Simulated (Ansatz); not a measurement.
Mulliken charges of C2H2BrClO (`ClC1(Br)CO1`) from B3LYP/def2-TZVPP in Ansatz (PBE0-D4/def2-TZVP geometry).

| atom | x (Å) | y (Å) | z (Å) | charge (e) |
| --- | --- | --- | --- | --- |
| Cl1 | -2.087 | 0.313 | 0.201 | -0.077 |
| C2 | -0.344 | 0.424 | 0.214 | 0.222 |
| Br3 | 0.309 | 1.446 | 1.702 | -0.054 |
| C4 | 0.471 | -0.633 | -0.357 | -0.045 |
| O5 | 0.264 | 0.646 | -0.988 | -0.278 |
| H6 | -0.023 | -1.466 | -0.847 | 0.116 |
| H7 | 1.471 | -0.797 | 0.030 | 0.117 |

Task: By hand: the dipole of these point charges (1 e Å = 4.8032 D).

Result: Σ q r = (0.142, -0.422, 0.136) e Å, of length 0.466 e Å = 2.24 D.

Task: How does the dipole of the full density compare? (An estimate is asked.)

Result: Computed: (0.160, -0.398, 0.010) e Å, 2.06 D; the point charges give 1.09 times that, at 16° from its direction.

Point charges leave out the atoms' own dipoles, such as those of lone pairs, and Mulliken's split depends on the basis, so the close match here is no proof of good charges.

B3LYP here is the variant with VWN-RPA as its local correlation; programs differ in this.
